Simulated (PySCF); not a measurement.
Predicted microwave data (PBE0/pcSseg-1 in PySCF (dipole) on a GFN2-xTB geometry, gas phase) for one isomer of C5H12F2N2Si:

| Item | Value |
| --- | --- |
| Rotational constants | A = 1755, B = 706.8, C = 649.2 MHz |
| Dipole components | \|μa\| = 1.91 D, \|μb\| = 0.24 D, \|μc\| = 0.34 D |
| Inertial defect | -224.59 u·Å² |
| κ | -0.90 |

Question: Which candidate fits, each taken in the one conformer that was computed?
A. `[CH3:1][N:2]1[CH2:3][CH2:4][Si@:5]1([NH2:6])[CH2:7][CH:8]([F:9])[F:10]` with C4–Si5–N6–H -167° and 44°, C4–Si5–C7–C8 -147°, Si5–C7–C8–F9 -56°
B. `[CH2:1]=[C:2]([SiH2:3][NH2:4])[N:5]([CH3:6])[CH2:7][CH:8]([F:9])[F:10]` with C1–C2–Si3–N4 -103°, C2–Si3–N4–H 55° and -172°, C1–C2–N5–C6 1°, C2–N5–C7–C8 -74°, N5–C7–C8–F9 -76°
C. `[F:1][CH2:2][CH2:3][C@@:4]1([CH2:5][F:6])[CH2:7][NH:8][SiH2:9][NH:10]1` with F1–C2–C3–C4 -62°, C2–C3–C4–C5 -57°, C3–C4–C5–F6 -55°, C3–C4–C7–N8 154°, C4–C7–N8–Si9 -31°, C7–N8–Si9–N10 13°, N8–Si9–N10–C4 10°

Answer: A. It is CN1CC[Si@]1(N)CC(F)F, an asymmetric top, point group C1. The candidates at the same level (rigid rotor, commonest isotopes):

```
                 SMILES  A (MHz)  B (MHz)  C (MHz)  μa (D)  μb (D)  μc (D)  Δ (u·Å²)  point group           rotor
   CN1CC[Si@]1(N)CC(F)F     1755    706.8    649.2    1.91    0.24    0.34   -224.59           C1  asymmetric top
 C=C([SiH2]N)N(C)CC(F)F     1371    866.6    609.0    1.59    0.17    0.34   -121.93           C1  asymmetric top
FCC[C@@]1(CF)CN[SiH2]N1     1648    826.5    665.6    0.08    0.31    0.23   -158.76           C1  asymmetric top
```

`FCC[C@@]1(CF)CN[SiH2]N1` has B 17 % too high; `C=C([SiH2]N)N(C)CC(F)F` has B 23 % too high. No structure here is proved a minimum.
